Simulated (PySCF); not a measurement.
The same groups moved round the core (silole silyl). Gas-phase values, no solvent. Strings in code marks are SMILES.

Level of theory: PBE-D3(BJ)/def2-TZVP // B3LYP-D3(BJ)/def2-TZVP run with PySCF. Excitations are Tamm–Dancoff values on a coarser integration grid. The basis has no diffuse functions, so Rydberg states are missing or too high.

```
species                   LUMO (eV)  S1 excitation (TDA) (eV)
------------------------  ---------  ------------------------
`[SiH3]C1=CC=C[SiH2]1`        -2.75                      4.41
`C1[SiH2]C=C([SiH3])C=1`      -2.68                      4.43
`C1[SiH]([SiH3])C=CC=1`       -2.47                      4.45
```
